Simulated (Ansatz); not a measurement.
```yaml
crystal:
  periodic: [false, false, false]
  atoms:
    - {symbol: Si, position_ang: [-0.800906, 1.459417, -0.156864]}
    - {symbol: C, position_ang: [0.018755, 0.279126, 0.828996]}
    - {symbol: B, position_ang: [0.882522, -0.458458, -0.014273]}
    - {symbol: As, position_ang: [0.322449, -1.907800, -1.019507]}
    - {symbol: H, position_ang: [-1.616026, 0.833901, -1.058255]}
    - {symbol: H, position_ang: [-1.560545, 2.265823, 0.645220]}
    - {symbol: H, position_ang: [0.097336, 2.233620, -0.836714]}
    - {symbol: H, position_ang: [-0.713663, -0.254711, 1.266780]}
    - {symbol: H, position_ang: [0.509191, 0.819423, 1.523247]}
    - {symbol: H, position_ang: [-0.430234, -2.564764, -0.045062]}
    - {symbol: H, position_ang: [-0.430234, -2.564764, -0.045062]}
    - {symbol: H, position_ang: [1.471035, -2.680258, -0.859267]}
basis:
  gaussian: {orbitals: x2c-TZVPPall, nuclear_model: gaussian}
hamiltonian: {xc: {name: PBEsol}, dispersion: d4}
```

```sh
$ ansatz run in.yaml --threads 4 --pin off --events-out ev --progress --plain --max-ram 10444MiB
```

Problem. How does Ansatz answer? (An estimate is asked.)

Solution. Computed: The program refused the input.
```
Error: two nuclei lie on one point
```
